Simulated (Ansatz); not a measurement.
Which isomer of C2H9GeO2+ gives these data?

These gas-phase data were calculated for one isomer of C2H9GeO2+ at PBE0-D3(BJ)/def2-SVP (harmonic, unscaled wavenumbers; equilibrium rotational constants with average atomic masses):

```
rotational constants            : 4.661, 2.324, 1.839 GHz
all wavenumbers above 1500 cm⁻¹ : 3876, 3864, 3764, 3174, 3168, 3136, 3075, 3071, 2213, 1599
```

Candidates:

(1) `[CH3][Ge]([CH3])([OH])[OH2+]`, a singlet
(2) `C[CH2][Ge@H]([OH])[OH2+]`, a singlet

Problem. Which candidate do the data belong to?

Solution. Candidate (2). The band at 2213 cm⁻¹ lies where the Ge–H stretch is expected; (1) has no mode between 1900 and 2250 cm⁻¹.

The same quantities for all candidates:

```
     rotational constants (GHz)                                 wavenumbers above 1500 cm⁻¹  E above the lowest, PBE0-D3(BJ)/def2-SVP (kcal/mol)
(1)         3.166, 3.005, 2.743  3883, 3861, 3756, 3203, 3200, 3185, 3183, 3074, 3072, 1589                                                  0.0
(2)         4.661, 2.324, 1.839  3876, 3864, 3764, 3174, 3168, 3136, 3075, 3071, 2213, 1599                                                 14.5
```

Harmonic stretches to hydrogen usually lie a few per cent above observed fundamentals. Each candidate is one conformer. Programs: Ansatz 0.2.0.
